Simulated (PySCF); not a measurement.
UHF on Nb²⁺ (niobium, charge +2)

Configuration: [Kr] 4d2 5p1, one real determinant (an excited configuration). Calculation: PySCF 2.14, in def2-QZVPPD with the def2 core potential (28 electrons) (7s5p4d3f2g, 81 functions); a scalar-relativistic core potential.

| Item | Value |
| --- | --- |
| Total energy | -55.333370 hartree |
| One-electron energy | -86.2222 hartree |
| Hartree (Coulomb) energy | 36.6153 hartree |
| Exchange energy | -5.7265 hartree |
| ⟨S²⟩ | 3.7550 |
| ⟨L²⟩ | 14.049 |
| Sum of ⟨r⟩ | 17.39 bohr |
| Sum of ⟨r²⟩ | 37.08 bohr² |
| Traceless quadrupole moment −½Σ⟨3z² − r²⟩ along its main axis | -6.11 e·bohr² |

| shell | electrons | mean orbital energy (hartree) | spread (hartree) | rms radius, mean of both spins (bohr) |
| --- | --- | --- | --- | --- |
| 4s α | 1 | -3.59629 | 0 | 1.23 |
| 4s β | 1 | -3.48461 | 0 | 1.23 |
| 4p α | 3 | -2.50302 | 0.00516 | 1.37 |
| 4p β | 3 | -2.35584 | 0.01317 | 1.37 |
| 4d α | 2 | -1.09511 | 0.00560 | 1.89 |
| 5p α | 1 | -0.59682 | 0 | 3.95 |

⟨L²⟩ = 14.05 against 20 for a pure G term, so this real determinant mixes terms. Energies and moments cover only the electrons outside the core potential.
